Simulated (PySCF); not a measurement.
Mayer bond orders and bond lengths

Species: C2H13NSSi4.
Atom-mapped SMILES: `[CH3:1][N:2]1[CH2:3][Si@@H:4]([SH:5])[Si@H:6]([SiH3:7])[SiH2:8]1` (hydrogens: H9, H10, H11 on C1; H12, H13 on C3; H14 on Si4; H15 on S5; H16 on Si6; H17, H18, H19 on Si7; H20, H21 on Si8)

Structure used (GFN2-xTB), in Å, numbered top down from 1:
```
atom  x, y, z in Å
C1    -2.616   -1.134   -0.618
N2    -1.384   -0.556   -0.140
C3    -1.335    0.878   -0.355
Si4    0.118    1.754    0.546
S5    -0.588    2.427    2.487
Si6    1.614   -0.033    0.651
Si7    3.528    0.125   -0.650
Si8   -0.011   -1.585    0.046
H9    -2.633   -2.198   -0.395
H10   -2.728   -1.004   -1.702
H11   -3.473   -0.660   -0.129
H12   -1.274    1.096   -1.433
H13   -2.290    1.299   -0.019
H14    0.309    3.053   -0.099
H15   -1.093    1.263    2.864
H16    2.028   -0.239    2.056
H17    3.278    0.861   -1.893
H18    4.019   -1.198   -1.041
H19    4.636    0.801    0.026
H20    0.340   -2.314   -1.193
H21   -0.456   -2.618    0.992
```

Bond orders from the PBE0/pcSseg-1 density (PySCF). One conformer (not necessarily the lowest) at the GFN2-xTB geometry, without solvent, vibrations or thermal averaging.

Task: How far do the computed orders between heavy atoms stray from the drawn ones?

Result: The largest departure is 0.175, at Si4–Si6 (drawn single, 0.825). Drawn single, order below 0.88: C3–Si4 (0.861), Si4–Si6 (0.825) and Si6–Si8 (0.848).

Task: Give the Mayer order of every bond, beside its length.

Result: 
| bond | drawn as | length (Å) | Mayer order |
| --- | --- | --- | --- |
| C1–N2 | single | 1.442 | 0.957 |
| N2–C3 | single | 1.451 | 0.924 |
| C3–Si4 | single | 1.921 | 0.861 |
| Si4–S5 | single | 2.173 | 1.033 |
| Si4–Si6 | single | 2.333 | 0.825 |
| Si6–Si7 | single | 2.320 | 0.883 |
| Si6–Si8 | single | 2.327 | 0.848 |
| Si8–N2 | single | 1.726 | 0.969 |
| C1–H9 | single | 1.087 | 0.961 |
| C1–H10 | single | 1.097 | 0.958 |
| C1–H11 | single | 1.094 | 0.961 |
| C3–H12 | single | 1.101 | 0.937 |
| C3–H13 | single | 1.097 | 0.940 |
| Si4–H14 | single | 1.463 | 0.951 |
| S5–H15 | single | 1.323 | 0.920 |
| Si6–H16 | single | 1.479 | 0.939 |
| Si7–H17 | single | 1.466 | 0.935 |
| Si7–H18 | single | 1.465 | 0.933 |
| Si7–H19 | single | 1.463 | 0.936 |
| Si8–H20 | single | 1.479 | 0.886 |
| Si8–H21 | single | 1.470 | 0.924 |

By pair of heavy elements: C–N: lowest N2–C3 (0.924, 1.451 Å), highest C1–N2 (0.957, 1.442 Å). Si–Si: lowest Si4–Si6 (0.825, 2.333 Å), highest Si6–Si7 (0.883, 2.320 Å).

Task: Sum the orders of all bonds at each heavy atom with more than one neighbour and set the sums beside the valence in the SMILES.

Result: C1 3.837 (drawn 4), N2 2.850 (drawn 3), C3 3.662 (drawn 4), Si4 3.670 (drawn 4), S5 1.953 (drawn 2), Si6 3.495 (drawn 4), Si7 3.687 (drawn 4), Si8 3.627 (drawn 4). Orders between atoms that aren't bonded are not in these sums.

Mayer orders depend on the basis set.

These values come from a run that also computed NMR shieldings. Time: 1.9 min of wall time (with the writing of density and orbital grids); peak memory 1.1 GiB. Hardware: Arm Neoverse N1, one thread, on a shared host.
